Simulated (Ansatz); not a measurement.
`[F][Al]([SiH3])[SH]` → `[F][AlH][SH]` + `[SiH2]` at 400 K and 1 bar (silylene loss).

Computed with Ansatz on PBE0-D4/def2-TZVP structures; ΔE is electronic, products minus reactants. CBS: MP2 limit from def2 TZ/QZ plus the TZ coupled-cluster correction, frozen cores. This one scheme is used for every species. One conformer a species, not always the lowest.

```json
{"species": "`[F][Al]([SiH3])[SH]`", "CCSD(T)/CBS energy (Eh)": "-1031.18548", "H − E (kJ/mol)": "130.3", "S (J/(mol·K))": "399.8"}
{"species": "`[F][AlH][SH]`", "CCSD(T)/CBS energy (Eh)": "-740.90186", "H − E (kJ/mol)": "71.8", "S (J/(mol·K))": "313.9"}
{"species": "`[SiH2]`", "CCSD(T)/CBS energy (Eh)": "-290.19011", "H − E (kJ/mol)": "44.2", "S (J/(mol·K))": "218.1"}
```

H − E and S are ideal-gas, rigid-rotor, harmonic terms from PBE0-D4/def2-TZVP, for one conformer and one mirror image of each species. 1 Eh = 2625.50 kJ/mol, R = 8.31446 J/(mol·K).

Question: By hand: ΔE, ΔH, ΔS and ΔG.

Answer: ΔE = (-740.90186) + (-290.19011) − (-1031.18548) = 0.09351 Eh = 245.5 kJ/mol. Δ(H − E) = 71.8 + 44.2 − 130.3 = -14.3, so ΔH = 231.2 kJ/mol. ΔS = 313.9 + 218.1 − 399.8 = 132.2 J/(mol·K). ΔG = 231.2 − 400 × (132.2)/1000 = 178.3 kJ/mol.

Question: By hand: the equilibrium constant, and the temperature at which ΔG would vanish if ΔH and ΔS stayed fixed.

Answer: log₁₀ K = −ΔG/(RT ln 10) = -23.3. ΔG = 0 at ΔH/ΔS = 1749 K.

The number of gas molecules changes by +1, which sets the sign of ΔS. A doubt of 5 kJ/mol in ΔE shifts log₁₀ K by 0.7 here. Other conformers and mirror images would add mixing entropy, several J/(mol·K) or more a flexible species. Modes under 60 cm⁻¹, often nearly free rotors, make the harmonic entropy too high. These are equilibria of isolated gas molecules and say nothing of rates. Largest T1 diagnostic: 0.014 (customary marks: 0.02 for closed shells, 0.045 for open ones).
